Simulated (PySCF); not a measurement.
FH2MgN, SMILES [F][Mg][NH2].

Geometry: TPSSh-D3(BJ)/def2-TZVP. Other conformers were not sampled.

Two levels are set side by side: PBE/def2-TZVPD (PySCF) and CAM-B3LYP/def2-TZVPD (PySCF). Same geometry, gas phase. Differences are taken from unrounded values.

```tsv
quantity	CAM-B3LYP
orbital gap (eV)	7.47
highest occupied level (eV)	-8.12
lowest empty level (eV)	-0.65
dipole moment (D)	2.11
mean polarisability (bohr³)	30.9
```

Q: What does PBE give, and how far is it from CAM-B3LYP? (Estimate from the structure and the level; the computed values follow.)

A: 
```
quantity                       PBE  PBE minus CAM-B3LYP
---------------------------  -----  -------------------
orbital gap (eV)              3.30                -4.17
highest occupied level (eV)  -5.29                 2.83
lowest empty level (eV)      -2.00                -1.35
dipole moment (D)             2.08                -0.03
mean polarisability (bohr³)   35.0                  4.2
```

Without exact exchange PBE keeps part of each electron's self-repulsion, which lifts occupied levels and narrows the gap. Loosely held outer electrons make PBE densities more polarisable. Differences between two approximate levels are no errors against the true value.

Rough cost on one machine, each run with all the roots and properties that it gave: CAM-B3LYP against PBE within a factor of 2.
